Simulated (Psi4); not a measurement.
HF2OS (SMILES [OH+]=S(F)F), charge +1, singlet, geometry from GFN2-xTB; Psi4 1.11 with MP2/cc-pVDZ.

Here is a job for Psi4.
```
memory 2 GB

molecule mol {
1 1
  O     1.292238   -0.536346    0.124384
  S    -0.122331   -0.085726    0.462428
  F    -0.980179   -0.706323   -0.735271
  F    -0.164806    1.398706   -0.129337
  H     1.924263   -0.569057   -0.612460
}

set basis cc-pvdz
set reference rhf

energy('mp2')
print_variables()
```

Task: Predict the main parts of the log of this Psi4 run.

Result: 
```
    SCF Algorithm Type (re)set to DF.

   => Loading Basis Set <=

    Name: CC-PVDZ
    Role: ORBITAL
    Keyword: BASIS

         ---------------------------------------------------------
                                   SCF
               by Justin Turney, Rob Parrish, Andy Simmonett
                          and Daniel G. A. Smith
                              RHF Reference
         ---------------------------------------------------------

  ==> Geometry <==

    Molecular point group: c1
    Full point group: C1

    Geometry (in Angstrom), charge = 1, multiplicity = 1:

       Center              X                  Y                   Z               Mass
    ------------   -----------------  -----------------  -----------------  -----------------
         O            1.327370210784    -0.550845158219     0.127478474964    15.994914619570
         S           -0.087198789216    -0.100225158219     0.465522474964    31.972071174400
         F           -0.945046789216    -0.720822158219    -0.732176525036    18.998403162730
         F           -0.129673789216     1.384206841781    -0.126242525036    18.998403162730
         H            1.959395210784    -0.583556158219    -0.609365525036     1.007825032230

  Running in c1 symmetry.

  Rotational constants: A =      0.26276  B =      0.24964  C =      0.15731 [cm^-1]
  Rotational constants: A =   7877.24456  B =   7484.14827  C =   4716.08852 [MHz]
  Nuclear repulsion =  200.663681280015567

  Charge       = 1
  Multiplicity = 1
  Electrons    = 42
  Nalpha       = 21
  Nbeta        = 21

  ==> Algorithm <==

  SCF Algorithm Type is DF.
  DIIS enabled.
  MOM disabled.
  Fractional occupation disabled.
  Guess Type is SAD.
  Energy threshold   = 1.00e-08
  Density threshold  = 1.00e-08
  Integral threshold = 1.00e-12

  ==> Primary Basis <==

  Basis Set: CC-PVDZ
    Blend: CC-PVDZ
    Number of shells: 29
    Number of basis functions: 65
    Number of Cartesian functions: 69
    Spherical Harmonics?: true
    Max angular momentum: 2

   => Loading Basis Set <=

    Name: (CC-PVDZ AUX)
    Role: JKFIT
    Keyword: DF_BASIS_SCF

  ==> Integral Setup <==

  SCF_SUBTYPE=INCORE selected. In-core MEM_DF algorithm will be used.
  Using in-core AOs.

  ==> MemDFJK: Density-Fitted J/K Matrices <==

    J tasked:                   Yes
    K tasked:                   Yes
    wK tasked:                   No
    Algorithm:                 Core
    Schwarz Cutoff:           1E-12
[...]
  @DF-RHF Final Energy:  -671.44825602764229
    Total Energy =                       -671.4482560276422873
[...]

  //>>>>>>>>>>>>>>>>>>>>>>>>>>>>>>>>>>>//
  //               DFMP2               //
  //<<<<<<<<<<<<<<<<<<<<<<<<<<<<<<<<<<<//

   => Loading Basis Set <=

    Name: (CC-PVDZ AUX)
    Role: RIFIT
    Keyword: DF_BASIS_MP2

	 --------------------------------------------------------
	                          DF-MP2
	      2nd-Order Density-Fitted Moller-Plesset Theory

	        Rob Parrish, Justin Turney, Andy Simmonett,
	           Ed Hohenstein, and C. David Sherrill
	 --------------------------------------------------------

   => Auxiliary Basis Set <=

  Basis Set: (CC-PVDZ AUX)
    Blend: CC-PVDZ-RI
    Number of shells: 84
    Number of basis functions: 258
    Number of Cartesian functions: 303
    Spherical Harmonics?: true
    Max angular momentum: 3

	 --------------------------------------------------------
	                 NBF =    65, NAUX =   258
	 --------------------------------------------------------
	   CLASS    FOCC     OCC    AOCC    AVIR     VIR    FVIR
	   PAIRS       0      21      21      44      44       0
	 --------------------------------------------------------

	-----------------------------------------------------------
	 ==================> DF-MP2 Energies <====================
	-----------------------------------------------------------
	 Reference Energy          =    -671.4482560276422873 [Eh]
	 Singles Energy            =      -0.0000000000000000 [Eh]
	 Same-Spin Energy          =      -0.1963737489735397 [Eh]
	 Opposite-Spin Energy      =      -0.5221467126456203 [Eh]
	 Correlation Energy        =      -0.7185204616191601 [Eh]
	 Total Energy              =    -672.1667764892614514 [Eh]
	-----------------------------------------------------------
	 ================> DF-SCS-MP2 Energies <==================
	-----------------------------------------------------------
	 SCS Same-Spin Scale       =       0.3333333333333333 [-]
	 SCS Opposite-Spin Scale   =       1.2000000000000000 [-]
	 SCS Same-Spin Energy      =      -0.0654579163245132 [Eh]
	 SCS Opposite-Spin Energy  =      -0.6265760551747444 [Eh]
	 SCS Correlation Energy    =      -0.6920339714992576 [Eh]
	 SCS Total Energy          =    -672.1402899991416007 [Eh]
	-----------------------------------------------------------

  Variable Map:
  ----------------------------------------------------------------------------
[...]
  Array Variable Map:
  ----------------------------------------------------------------------------
[...]
[...]
```
